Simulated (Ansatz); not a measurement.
Consider the ligand exchange at the Si–N bond: `C=C[SiH2]NC` + `O[SiH2]F` → `C=C[SiH2]O[SiH2]F` + CH₃NH₂.

Gas-phase electronic energies from Ansatz, PBE0-D4/def2-TZVP geometries. CBS: MP2 limit from def2 TZ/QZ plus the TZ coupled-cluster correction, frozen cores. This one scheme is used for every species. DFT in def2-TZVPP. B3LYP here is the variant with VWN-RPA as its local correlation; programs differ in this. HSE06 is defined as in plane-wave codes. One conformer a species, not always the lowest.

`C=C[SiH2]NC`:

Z-matrix (Å, degrees):
```
Si
C 1 1.860
N 1 1.717 2 108.9
H 1 1.497 2 107.2 3 125.6
H 1 1.490 2 112.6 3 -117.6
C 2 1.330 1 123.3 3 16.9
H 2 1.090 1 118.5 3 -162.2
C 3 1.447 1 123.8 2 -158.3
H 3 1.009 1 117.1 2 50.7
H 6 1.087 2 121.3 1 1.0
H 6 1.087 2 122.3 1 -179.2
H 8 1.094 3 110.9 1 152.3
H 8 1.093 3 109.4 1 34.3
H 8 1.098 3 113.8 1 -85.8
```

`O[SiH2]F`:

```xyz
6

O    -0.215   -1.030    0.716
Si   -0.065    0.378   -0.091
F    -0.439    0.195   -1.632
H     0.425   -1.726    0.562
H    -1.037    1.307    0.511
H     1.330    0.876   -0.066
```

`C=C[SiH2]O[SiH2]F`:

Z-matrix (Å, degrees):
```
Si
C 1 1.850
O 1 1.643 2 108.2
H 1 1.486 2 110.9 3 119.6
H 1 1.489 2 110.8 3 -119.9
C 2 1.330 1 123.1 3 -0.6
H 2 1.089 1 118.4 3 179.5
Si 3 1.615 1 147.9 2 -145.9
H 6 1.086 2 121.4 1 -0.0
H 6 1.086 2 122.2 1 -179.9
F 8 1.594 3 109.7 1 -76.8
H 8 1.477 3 108.6 1 165.9
H 8 1.480 3 110.7 1 41.1
```

CH₃NH₂:

```xyz
7

C    -0.219    0.194    0.487
N     0.363   -0.583   -0.594
H    -0.431    1.247    0.250
H     0.453    0.176    1.348
H    -1.155   -0.271    0.804
H     1.238   -0.175   -0.896
H    -0.249   -0.588   -1.400
```

| level | ΔE (kJ/mol) | difference from CCSD(T)/CBS |
| --- | --- | --- |
| B97M-V | -63.6 | -1.4 |
| r2SCANh-D4 | -61.3 | 0.9 |
| HSE06-D4 | -56.8 | 5.4 |
| BHLYP-D4 | -69.1 | -6.9 |
| CAM-B3LYP-D4 | -64.1 | -1.9 |
| ωB97M-V | -59.6 | 2.6 |
| BLYP | -61.5 | 0.7 |
| PBE0 | -56.9 | 5.3 |
| B3LYP | -63.6 | -1.4 |
| HSE06 | -56.8 | 5.4 |
| HF/def2-SVP | -72.0 | -9.8 |
| MP2/def2-SVP | -56.8 | 5.4 |
| CCSD/def2-SVP | -60.3 | 1.9 |
| MP2/def2-TZVPP | -59.3 | 2.9 |
| CCSD(T)/def2-TZVPP | -61.3 | 0.9 |
| HF/def2-QZVPP | -78.7 | -16.5 |
| CCSD(T)/CBS | -62.2 | 0 |

Largest T1 diagnostic among the species: 0.012.

In def2-TZVPP, CCSD(T) changes the Hartree–Fock value by +15.6 kJ/mol (the triples alone add +2.5 kJ/mol) and MP2 by +17.6 kJ/mol. From BLYP to BHLYP (50 % exact exchange), in def2-TZVPP and without D4, ΔE moves by −6.8 kJ/mol.

CCSD(T)/CBS has its own doubt, a few kJ/mol and more with outer-core shells, so smaller differences from it don't rank the levels.
